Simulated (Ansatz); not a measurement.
C3H3 (SMILES [CH]1C=C1), doublet, geometry from GFN2-xTB; B2PLYP/aug-cc-pVDZ (Ansatz, an electronic-structure program).

Ansatz was given this input:
Ansatz 0.2 input:
```yaml
crystal:
  periodic: [false, false, false]
  atoms:
    - {symbol: C, position_ang: [0.01137253, 0.00043044, 0.89107543]}
    - {symbol: C, position_ang: [0.06264617, -0.66008582, -0.41729858]}
    - {symbol: C, position_ang: [0.04247067, 0.66144996, -0.41767946]}
    - {symbol: H, position_ang: [-0.79304238, -0.01164344, 1.60888743]}
    - {symbol: H, position_ang: [0.07098274, -1.56700412, -0.97228411]}
    - {symbol: H, position_ang: [0.02312338, 1.56788010, -0.97318762]}
basis:
  gaussian:
    orbitals: aug-cc-pVDZ
hamiltonian:
  xc: {name: B2PLYP}
magnetization: {spin_polarized: true, initial_magnetization: 1}
```

**Question.** What does Ansatz print? Leave out banner, timings and long lists.

**Answer.** 
```
Functional definition: B2PLYP
969 factors; integrals over basis functions are off by at most 5.7e-4 eV
mean field evaluation 1: about -3144.7360 eV, gradient 2.6e1 eV
mean field evaluation 2: about -3144.7373 eV, gradient 2.6e1 eV
mean field evaluation 4: about -3148.5001 eV, gradient 1.5e0 eV
mean field evaluation 8: about -3148.5273 eV, gradient 1.0e-1 eV
mean field evaluation 16: about -3148.5276 eV, gradient 1.2e-4 eV
mean field -3148.52755738 eV, -115.7062535851 hartree, gradient 8.2e-6 eV, S^2 0.755898; 2 other end points of the search recorded, 0 dependent functions left out
3 core orbitals not correlated
reference -3148.52774161 eV, -115.7062603556 hartree; 8, 7 occupied and 85, 86 virtual orbitals, 969 factors
second order -12.87610968 eV of doubles, -0.00000000 eV of singles
Total energy: -3152.00429123 eV, -115.8340211974 hartree
```
